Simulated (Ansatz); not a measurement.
The cluster Pd₃H₃⁺, relaxed as a singlet with RKS PBE-D4/def2-TZVP in Ansatz, starting from the GFN1-xTB geometry. Force threshold 0.02 eV/Å.

In the def2 sets Pd takes a core potential; there is no spin–orbit coupling. The restricted singlet is unstable towards broken spin symmetry in Hartree–Fock (as tested in another run); at PBE-D4/def2-TZVP this wasn't settled. In the singlet, H4 and H6 lie 0.84 Å apart (atoms count from 1), so H2 has formed as a molecule. The relaxation made no stability test and no search for a lower SCF solution. No other spin state of charge 1 was run. Another isomer (singlet) lies 1.15 eV lower at PBE0-D4/def2-TZVP; other spin states weren't run for this one.

Start:

Cartesian coordinates in Å:
```
Pd -1.404 0.029 -1.734
Pd 0.621 -1.272 -1.240
Pd -0.127 0.532 0.293
H 0.953 1.184 1.428
H -0.896 -0.895 -0.425
H 0.853 0.421 1.678
```

```csv
step,energy (eV),largest force component (eV/Å),SCF passes
1,-10485.3119,1.316,47
2,-10485.5352,0.179,32
3,-10485.5517,0.110,25
4,-10485.5598,0.145,33
5,-10485.5616,0.117,25
6 (rejected),-10485.5481,0.437,31
7,-10485.5660,0.017,25
```

Force components are those of the run's own axes.

End:

Cartesian coordinates in Å:
```
Pd -1.4774 0.0161 -1.7576
Pd 0.6849 -1.2060 -1.1863
Pd -0.1545 0.6566 0.3158
H 1.1525 1.1074 1.3793
H -0.9677 -1.0558 -0.5375
H 0.7621 0.4817 1.7864
```

By distances, no bond broke or formed. The bond that changes most is Pd3–H5, from 1.77 to 2.08 Å (atoms count from 1).

No frequencies were taken in this run, so the end may be a saddle point.

It took 10 s on 4 threads of Arm Neoverse V2 on a shared host.
